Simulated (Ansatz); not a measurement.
Reaction (redistribution): `C[SiH2][SiH2]Cl` + `BS/C=C/BC` → `BS[SiH2][SiH2]C` + `CB/C=C/Cl`

Gas-phase electronic energies from Ansatz, PBE0-D4/def2-TZVP geometries. CBS: MP2 limit from def2 TZ/QZ plus the TZ coupled-cluster correction, frozen cores. This one scheme is used for every species. Double bonds are as drawn, so ΔE can hold a change between cis and trans. DFT in def2-TZVPP. B3LYP here is the variant with VWN-RPA as its local correlation; programs differ in this. Each species was taken in one conformer, which may not be the lowest.

```tsv
level	ΔE (kJ/mol)	difference from CCSD(T)/CBS
PBE-D4	58.0	-6.3
r2SCAN-D4	63.7	-0.6
PBE0-D4	60.9	-3.4
B3LYP-D4	64.2	-0.1
ωB97X-V	63.0	-1.3
ωB97M-V	63.6	-0.7
B2PLYP	67.0	2.7
PBE	60.2	-4.1
r2SCAN	64.3	0.0
PBE0	63.0	-1.3
B3LYP	67.8	3.5
HF/def2-TZVPP	73.6	9.3
MP2/def2-TZVPP	64.6	0.3
SCS-MP2/def2-TZVPP	65.0	0.7
CCSD/def2-TZVPP	64.0	-0.3
CCSD(T)/def2-TZVPP	62.3	-2.0
HF/def2-QZVPP	74.4	10.1
MP2/def2-QZVPP	66.1	1.8
SCS-MP2/def2-QZVPP	66.4	2.1
HF/CBS(def2)	74.5	10.2
MP2/CBS(def2)	66.7	2.4
CCSD/CBS(def2)	66.0	1.7
CCSD(T)/CBS	64.3	0
```

Largest T1 diagnostic among the species: 0.014.

In def2-TZVPP, CCSD(T) changes the Hartree–Fock value by −11.4 kJ/mol (the triples alone add −1.7 kJ/mol) and MP2 by −9.0 kJ/mol. The D4 term adds −3.6 kJ/mol with B3LYP and −2.1 kJ/mol with PBE0; it sums over pairs of atoms, weighted by their polarisabilities, and B3LYP, whose exchange is more repulsive, gets the larger term.
